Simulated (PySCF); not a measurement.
Gas-phase equilibrium of 1 mol SO2, 85 mol O2 at 600 K and 0.00133 bar, among 11 species (S2O, SO2, O2, O, S2, S6, O3, SO, S8, S, SO3). Only gases are allowed; each row takes one source of thermochemistry for all species, and Cantera finds the minimum.

Energies from PySCF, thermal terms from the rigid-rotor harmonic-oscillator model, ideal gas at 1 bar. † marks an energy on the PBE0/def2-TZVP geometry and frequencies; other levels use their own. MP2 and CCSD(T) freeze the core. Open shells (unrestricted) among the columns below: O2 (multiplicity 3); the rest are closed-shell singlets. MP2 isn't extrapolated to the basis-set limit. CCSD(T) isn't extrapolated to the basis-set limit. The harmonic model lacks anharmonicity and excited electronic states, which grow with temperature; levels with a mode under 35 cm⁻¹ are left out. Warning, large T1 diagnostic: SO2 (CCSD(T)/def2-SVP†).

Molecules larger than those listed are left out.

Mole fractions:

```json
[
 {"thermochemistry": "CCSD(T)/def2-SVP†", "x O2": "0.99", "x SO3": "1.5e-8", "x SO2": "0.012"},
 {"thermochemistry": "MP2/def2-SVP†", "x O2": "0.99", "x SO3": "4.7e-7", "x SO2": "0.012"},
 {"thermochemistry": "PBE/def2-SVP", "x O2": "0.99", "x SO3": "6.5e-6", "x SO2": "0.012"},
 {"thermochemistry": "PBE0/def2-TZVP", "x O2": "0.99", "x SO3": "0.012", "x SO2": "6.5e-5"},
 {"thermochemistry": "LDA/def2-TZVP†", "x O2": "0.99", "x SO3": "0.012", "x SO2": "6.9e-8"},
 {"thermochemistry": "ωB97M-V/def2-TZVP†", "x O2": "0.99", "x SO3": "0.011", "x SO2": "0.00024"}
]
```
The most sensitive of these is SO3: it spans a factor of 10^5.9 over these rows; at this temperature one factor of ten is RT ln 10 = 11 kJ/mol.
